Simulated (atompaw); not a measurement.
# Building the PAW (atompaw) potential for gold (PBE, scalar-relativistic).

Au, PAW, made with atompaw 4.2.0.5 (PBE, scalar-relativistic). Core [Kr] 4d10 4f14, reference 5s2 5p6 5d8 6s0 6p0 (charge +3). Waves: 5s (bound): rc 1.05 bohr; 6s (bound, empty): rc 2.50 bohr; 5p (bound): rc 1.25 bohr; 6p (bound, empty): rc 2.50 bohr; 5d (bound): rc 2.50 bohr; 5d channel at -2.5 Ry: rc 2.50 bohr. Local part: troulliermartins scheme with l = 3 at -0.5 Ry, radius 1.70 bohr. Core correction: smooth core density matched at 2.10 bohr. Augmentation charge: sinc compensation charge, radius 2.20 bohr; PAW radius 2.50 bohr; waves and projectors: modrrkj vanderbiltortho.

All-electron outer shells of the reference configuration (PBE, scalar-relativistic, ld1.x):

```json
{"shell": "5s", "level (eV)": "-144.65", "outermost node (bohr)": "0.48", "outermost maximum (bohr)": "0.84"}
{"shell": "4f", "level (eV)": "-117.74", "outermost node (bohr)": "–", "outermost maximum (bohr)": "0.37"}
{"shell": "5p", "level (eV)": "-95.68", "outermost node (bohr)": "0.52", "outermost maximum (bohr)": "0.96"}
{"shell": "5d", "level (eV)": "-40.63", "outermost node (bohr)": "0.56", "outermost maximum (bohr)": "1.18"}
{"shell": "6s", "level (eV)": "-33.27", "outermost node (bohr)": "1.09", "outermost maximum (bohr)": "2.05"}
{"shell": "6p", "level (eV)": "-23.63", "outermost node (bohr)": "1.27", "outermost maximum (bohr)": "2.50"}
```

(1) Estimate the cutoffs (Ry, on a coarse ladder) from which the occupation-weighted sum of valence levels, in a spherical-Bessel basis at the reference potential, stays within 10 and 1 mRy of its value at 400 Ry.

(2) What does a ghost test show?

(3) Is the overlap operator S = 1 + Σ q|β⟩⟨β| positive definite (Bessel basis up to 400 Ry)?

(4) Which valence shell sets the plane-wave cutoff?

## Answers

(1) 50 Ry and 100 Ry.

(2) No extra level below or beside the all-electron valence levels (s, p, d, f tested). The logarithmic derivative shows an extra or strongly shifted pseudo pole above the reference energy (d near -1.25 Ry).

(3) Yes: its lowest eigenvalue is 0.44 (s channel).

(4) 5s: its level needs 90 Ry to come within 1 mRy, against 40 Ry for 5p.
